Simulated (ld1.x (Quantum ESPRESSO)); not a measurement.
# LDA (PZ) ultrasoft dataset for Se, scalar-relativistic all-electron reference.

The input file (ld1.x (Quantum ESPRESSO) 7.5):

```
&input
   title='Se', zed=34., rel=1, dft='PZ', iswitch=3,
   config='[Ar] 3d10 4s1.75 4p4.25 4f-2',
   nld=4, rlderiv=2.20, eminld=-6.0, emaxld=5.0, deld=0.02
 /
 &inputp
   pseudotype=3, tm=.true., lloc=-1, rcloc=1.70,
   nlcc=.true., new_core_ps=.true., rcore=0.35,
   file_pseudopw='Se.UPF', file_wfcaegen='ae.wfc', file_wfcncgen='nc.wfc', file_beta='beta', file_chi='chi', file_wfcusgen='us.wfc'
 /
8
4S  1  0   1.75   0.00  1.40  1.65  0.0
4S  1  0   0.00  -0.50  1.40  1.65  0.0
4P  2  1   4.25   0.00  1.50  2.00  0.0
4P  2  1   0.00  -0.05  1.50  2.00  0.0
3D  3  2  10.00   0.00  0.45  0.55  0.0
3D  3  2   0.00  -3.15  0.45  0.55  0.0
4F  4  3  -2.00  -0.10  1.30  1.55  0.0
4F  4  3  -2.00   1.80  1.30  1.55  0.0
 &test
   configts(1)='3d10 4s1.75 4p4.25'
 /
```

Command:

```bash
ld1.x < Se.in > Se.out
```

The program printed (shortened: banner, matrices, multipoles, cross overlaps and the repeated all-electron block are left out):

```
Program LD1 v.7.5
     --------------------------- All-electron run ----------------------------

     Se
     scalar relativistic calculation

     atomic number is 34.00
     dft =PZ   lsd =0 sic =0 latt =0  beta=0.20 tr2=1.0E-14
     Exchange-correlation= PZ
                           (   1   1   0   0   0   0   0)
     mesh =1211 r(mesh) =  99.34906 a.u. xmin = -7.00 dx = 0.01250
     1 Ry =  13.60569312 eV, c = 137.03599908

     n l     nl                  e(Ry)          e(Ha)          e(eV)
     1 0     1S 1( 2.00)      -917.5641      -458.7821    -12484.0957
     2 0     2S 1( 2.00)      -117.9742       -58.9871     -1605.1205
     2 1     2P 1( 6.00)      -103.8779       -51.9390     -1413.3312
     3 0     3S 1( 2.00)       -15.6608        -7.8304      -213.0754
     3 1     3P 1( 6.00)       -11.2534        -5.6267      -153.1105
     3 2     3D 1(10.00)        -3.9532        -1.9766       -53.7867
     4 0     4S 1( 1.75)        -1.3009        -0.6504       -17.6995
     4 1     4P 1( 4.25)        -0.5010        -0.2505        -6.8165

     final scf error:  2.4E-15 reached in  29 iterations

     Etot =   -4853.374592 Ry,   -2426.687296 Ha,  -66033.525313 eV

     Ekin =    4950.777295 Ry,    2475.388647 Ha,   67358.756594 eV
     Encl =  -11706.213702 Ry,   -5853.106851 Ha, -159271.151264 eV
     Eh   =    2071.185325 Ry,    1035.592663 Ha,   28179.911933 eV
     Exc  =    -169.123510 Ry,     -84.561755 Ha,   -2301.042576 eV

     normalization and overlap integrals

     s(1S/1S) =  1.000000  <r> =   0.0441  <r2> =    0.0026  r(max) =   0.0287
     s(2S/2S) =  1.000000  <r> =   0.1962  <r2> =    0.0454  r(max) =   0.1651
     s(2P/2P) =  1.000000  <r> =   0.1713  <r2> =    0.0359  r(max) =   0.1318
     s(3S/3S) =  1.000000  <r> =   0.5752  <r2> =    0.3811  r(max) =   0.5021
     s(3P/3P) =  1.000000  <r> =   0.5904  <r2> =    0.4092  r(max) =   0.5021
     s(3D/3D) =  1.000000  <r> =   0.6309  <r2> =    0.4983  r(max) =   0.4487
     s(4S/4S) =  1.000000  <r> =   1.7844  <r2> =    3.6651  r(max) =   1.5085
     s(4P/4P) =  1.000000  <r> =   2.2842  <r2> =    6.1737  r(max) =   1.7970

     ------------------------ End of All-electron run ------------------------

     --------------------- Generating US pseudopotential ---------------------

      Generating local potential from pseudized AE potential:
      Matching radius rcloc =   1.7000

      Local pseudo, rcloc= 1.688 Estimated cut-off energy=     8.67 Ry

      Computing core charge for nlcc:

       r > 0.35 : true rho core
      Core charge pseudized with two Bessel functions
      Integrated core pseudo-charge :  10.72

      Wfc   4S  rcut= 1.417  Using Troullier-Martins method
      Wfc-us  4S rcutus= 1.646  Estimated cut-off energy=    16.95 Ry

      Wfc   4S  rcut= 1.417  Using Troullier-Martins method
      Wfc-us  4S rcutus= 1.646  Estimated cut-off energy=    18.38 Ry

      Wfc   4P  rcut= 1.490  Using Troullier-Martins method
      Wfc-us  4P rcutus= 2.011  Estimated cut-off energy=    18.87 Ry

      Wfc   4P  rcut= 1.490  Using Troullier-Martins method
      Wfc-us  4P rcutus= 2.011  Estimated cut-off energy=    19.83 Ry

      Wfc   3D  rcut= 0.449  Using Troullier-Martins method
      Wfc-us  3D rcutus= 0.548  Estimated cut-off energy=   374.45 Ry

      Wfc   3D  rcut= 0.449  Using Troullier-Martins method
      Wfc-us  3D rcutus= 0.548  Estimated cut-off energy=   376.61 Ry

      Wfc   4F  rcut= 1.315  Using Troullier-Martins method
      Wfc-us  4F rcutus= 1.566  Estimated cut-off energy=    56.83 Ry

      Wfc   4F  rcut= 1.315  Using Troullier-Martins method
      Wfc-us  4F rcutus= 1.566  Estimated cut-off energy=    58.37 Ry

     ------------------- End of pseudopotential generation -------------------

     Computing logarithmic derivative in   2.20871
     Computing logarithmic derivative in   2.20871
     Computing the partial wave expansion
     R is outside the sphere for l=    0 j= 0.00
     R is outside the sphere for l=    0 j= 0.00
     R is outside the sphere for l=    1 j= 0.00
     R is outside the sphere for l=    1 j= 0.00
     R is outside the sphere for l=    2 j= 0.00
     R is outside the sphere for l=    2 j= 0.00
     R is outside the sphere for l=    3 j= 0.00
     R is outside the sphere for l=    3 j= 0.00

     ---------------------- Testing the pseudopotential ----------------------

     Se
     scalar relativistic calculation

     atomic number is 34.00   valence charge is 16.00
     dft =PZ   lsd =0 sic =0 latt =0  beta=0.20 tr2=1.0E-14
     mesh =1211 r(mesh) =  99.34906 xmin = -7.00 dx = 0.01250

     n l     nl             e AE (Ry)        e PS (Ry)    De AE-PS (Ry)
     3 2     3D   1(10.00)       -3.95325       -3.95325       -0.00000
     1 0     4S   1( 1.75)       -1.30089       -1.30090        0.00001
     2 1     4P   1( 4.25)       -0.50101       -0.50101        0.00000

     eps = 8.3E-16  iter =  4

     Etot =   -4853.374592 Ry,   -2426.687296 Ha,  -66033.525313 eV
     Etotps =  -297.121635 Ry,    -148.560818 Ha,   -4042.545790 eV

     Ekin =     304.615645 Ry,     152.307823 Ha,    4144.506991 eV
     Encl =    -518.301582 Ry,    -259.150791 Ha,   -7051.852267 eV
     Ehrt =     226.530036 Ry,     113.265018 Ha,    3082.098152 eV
     Ecxc =     -71.435818 Ry,     -35.717909 Ha,    -971.933815 eV
     (Ecc =     -31.375938 Ry,     -15.687969 Ha,    -426.891385 eV)
     Epseu=    -238.529917 Ry,    -119.264958 Ha,   -3245.364850 eV

     ---------------------- End of pseudopotential test ----------------------
```

Generation and configuration tests took about 2.1 s on one core of a shared server CPU.

Transferability test of the new file with ld1.x, input:

```
&input
   title='Se', zed=34., rel=1, dft='PZ', iswitch=2,
   config='[Ar] 3d10 4s1.75 4p4.25 4f-2'
 /
 &test
   file_pseudo='Se.UPF', nconf=10,
   configts(1)='3d10 4s1.75 4p4.25',
   configts(2)='3d10 4s2 4p4',
   configts(3)='3d10 4s2 4p3',
   configts(4)='3d10 4s2 4p2',
   configts(5)='3d10 4s2 4p4.3',
   configts(6)='3d9 4s2 4p5',
   configts(7)='3d10 4s1 4p5',
   configts(8)='3d10 4s1 4p4',
   configts(9)='3d10 4s1.75 4p4.25', lsdts(9)=1,
   configts(10)='3d10 4s2 4p4', lsdts(10)=1
 /
```

```bash
ld1.x < Se.test.in > Se.test.out
```

Pseudopotential blocks of its output, shortened (energy terms left out; the distinct warnings before each block abridged to one line each):

```
     ---------------------- Testing the pseudopotential ----------------------

     n l     nl             e AE (Ry)        e PS (Ry)    De AE-PS (Ry)
     3 2     3D   1(10.00)       -3.95325       -3.95325       -0.00000
     1 0     4S   1( 1.75)       -1.30089       -1.30090        0.00001
     2 1     4P   1( 4.25)       -0.50101       -0.50101        0.00000

     eps = 8.4E-16  iter =  4

     Etot =   -4853.374592 Ry,   -2426.687296 Ha,  -66033.525313 eV
     Etotps =  -297.121635 Ry,    -148.560818 Ha,   -4042.545790 eV

     ---------------------- End of pseudopotential test ----------------------

          ---------------------- Testing the pseudopotential ----------------------

     n l     nl             e AE (Ry)        e PS (Ry)    De AE-PS (Ry)
     3 2     3D   1(10.00)       -3.92386       -3.92378       -0.00008
     1 0     4S   1( 2.00)       -1.28516       -1.28513       -0.00003
     2 1     4P   1( 4.00)       -0.48956       -0.48957        0.00001

     eps = 9.3E-15  iter =  8

     Etot =   -4853.574020 Ry,   -2426.787010 Ha,  -66036.238661 eV
     Etotps =  -297.321070 Ry,    -148.660535 Ha,   -4045.259236 eV
     dEtot_ae =      -0.199427 Ry
     dEtot_ps =      -0.199435 Ry,   Delta E=       0.000007 Ry

     ---------------------- End of pseudopotential test ----------------------

          Warning: n=3, l=2 expected 0 nodes, found 1
     ---------------------- Testing the pseudopotential ----------------------

     n l     nl             e AE (Ry)        e PS (Ry)    De AE-PS (Ry)
     3 2     3D   1(10.00)       -4.69541       -4.69099       -0.00443
     1 0     4S   1( 2.00)       -1.99043       -1.99035       -0.00008
     2 1     4P   1( 3.00)       -1.14576       -1.14573       -0.00003

     eps = 9.6E-15  iter =  9

     Etot =   -4852.764894 Ry,   -2426.382447 Ha,  -66025.229941 eV
     Etotps =  -296.511826 Ry,    -148.255913 Ha,   -4034.248911 eV
     dEtot_ae =       0.609699 Ry
     dEtot_ps =       0.609809 Ry,   Delta E=      -0.000111 Ry

     ---------------------- End of pseudopotential test ----------------------

          ---------------------- Testing the pseudopotential ----------------------

     n l     nl             e AE (Ry)        e PS (Ry)    De AE-PS (Ry)
     3 2     3D   1(10.00)       -5.59388       -5.58148       -0.01240  !
     1 0     4S   1( 2.00)       -2.78636       -2.78619       -0.00017
     2 1     4P   1( 2.00)       -1.88946       -1.88934       -0.00013

     eps = 5.4E-15  iter =  9

     Etot =   -4851.253885 Ry,   -2425.626942 Ha,  -66004.671617 eV
     Etotps =  -295.000638 Ry,    -147.500319 Ha,   -4013.688155 eV
     dEtot_ae =       2.120708 Ry
     dEtot_ps =       2.120997 Ry,   Delta E=      -0.000290 Ry

     ---------------------- End of pseudopotential test ----------------------

          ---------------------- Testing the pseudopotential ----------------------

     n l     nl             e AE (Ry)        e PS (Ry)    De AE-PS (Ry)
     3 2     3D   1(10.00)       -3.72282       -3.72341        0.00059
     1 0     4S   1( 2.00)       -1.09666       -1.09664       -0.00002
     2 1     4P   1( 4.30)       -0.31452       -0.31453        0.00001

     eps = 1.6E-15  iter = 14

     Etot =   -4853.694314 Ry,   -2426.847157 Ha,  -66037.875349 eV
     Etotps =  -297.441389 Ry,    -148.720694 Ha,   -4046.896258 eV
     dEtot_ae =      -0.319722 Ry
     dEtot_ps =      -0.319754 Ry,   Delta E=       0.000032 Ry

     ---------------------- End of pseudopotential test ----------------------

          ---------------------- Testing the pseudopotential ----------------------

     n l     nl             e AE (Ry)        e PS (Ry)    De AE-PS (Ry)
     3 2     3D   1( 9.00)       -4.77245       -4.89163        0.11917  !
     1 0     4S   1( 2.00)       -1.44808       -1.44655       -0.00153
     2 1     4P   1( 5.00)       -0.58320       -0.58009       -0.00311

     eps = 9.7E-16  iter = 14

     Etot =   -4849.766589 Ry,   -2424.883295 Ha,  -65984.435934 eV
     Etotps =  -293.454001 Ry,    -146.727000 Ha,   -3992.645078 eV
     dEtot_ae =       3.608003 Ry
     dEtot_ps =       3.667635 Ry,   Delta E=      -0.059632 Ry

     ---------------------- End of pseudopotential test ----------------------

          ---------------------- Testing the pseudopotential ----------------------

     n l     nl             e AE (Ry)        e PS (Ry)    De AE-PS (Ry)
     3 2     3D   1(10.00)       -4.03916       -4.03947        0.00031
     1 0     4S   1( 1.00)       -1.34637       -1.34649        0.00012
     2 1     4P   1( 5.00)       -0.53416       -0.53416       -0.00001

     eps = 3.5E-15  iter = 13

     Etot =   -4852.770045 Ry,   -2426.385023 Ha,  -66025.300033 eV
     Etotps =  -296.517008 Ry,    -148.258504 Ha,   -4034.319411 eV
     dEtot_ae =       0.604547 Ry
     dEtot_ps =       0.604628 Ry,   Delta E=      -0.000081 Ry

     ---------------------- End of pseudopotential test ----------------------

          ---------------------- Testing the pseudopotential ----------------------

     n l     nl             e AE (Ry)        e PS (Ry)    De AE-PS (Ry)
     3 2     3D   1(10.00)       -4.81193       -4.80805       -0.00388
     1 0     4S   1( 1.00)       -2.05362       -2.05372        0.00011
     2 1     4P   1( 4.00)       -1.19538       -1.19536       -0.00003

     eps = 6.9E-15  iter = 10

     Etot =   -4851.913426 Ry,   -2425.956713 Ha,  -66013.645135 eV
     Etotps =  -295.660273 Ry,    -147.830136 Ha,   -4022.662939 eV
     dEtot_ae =       1.461166 Ry
     dEtot_ps =       1.461363 Ry,   Delta E=      -0.000197 Ry

     ---------------------- End of pseudopotential test ----------------------

          ---------------------- Testing the pseudopotential ----------------------

     n l     nl             e AE (Ry)        e PS (Ry)    De AE-PS (Ry)
     3 2     3D   1( 5.00)       -3.95438       -3.95290       -0.00148
     1 0     4S   1( 1.00)       -1.34163       -1.34213        0.00050
     2 1     4P   1( 3.00)       -0.53807       -0.53837        0.00030
     3 2     3D   2( 5.00)       -3.93623       -3.93801        0.00178
     1 0     4S   2( 0.75)       -1.24230       -1.24155       -0.00075
     2 1     4P   2( 1.25)       -0.44875       -0.44828       -0.00047

     eps = 2.5E-15  iter = 11

     Etot =   -4853.419549 Ry,   -2426.709775 Ha,  -66034.136987 eV
     Etotps =  -297.167020 Ry,    -148.583510 Ha,   -4043.163282 eV
     dEtot_ae =      -0.044957 Ry
     dEtot_ps =      -0.045385 Ry,   Delta E=       0.000428 Ry

     ---------------------- End of pseudopotential test ----------------------

          ---------------------- Testing the pseudopotential ----------------------

     n l     nl             e AE (Ry)        e PS (Ry)    De AE-PS (Ry)
     3 2     3D   1( 5.00)       -3.92339       -3.92190       -0.00148
     1 0     4S   1( 1.00)       -1.32318       -1.32361        0.00042
     2 1     4P   1( 3.00)       -0.52533       -0.52558        0.00025
     3 2     3D   2( 5.00)       -3.90733       -3.90892        0.00160
     1 0     4S   2( 1.00)       -1.22852       -1.22776       -0.00075
     2 1     4P   2( 1.00)       -0.43740       -0.43697       -0.00043

     eps = 2.0E-15  iter = 11

     Etot =   -4853.617623 Ry,   -2426.808811 Ha,  -66036.831909 eV
     Etotps =  -297.365028 Ry,    -148.682514 Ha,   -4045.857318 eV
     dEtot_ae =      -0.243030 Ry
     dEtot_ps =      -0.243393 Ry,   Delta E=       0.000362 Ry

     ---------------------- End of pseudopotential test ----------------------
```
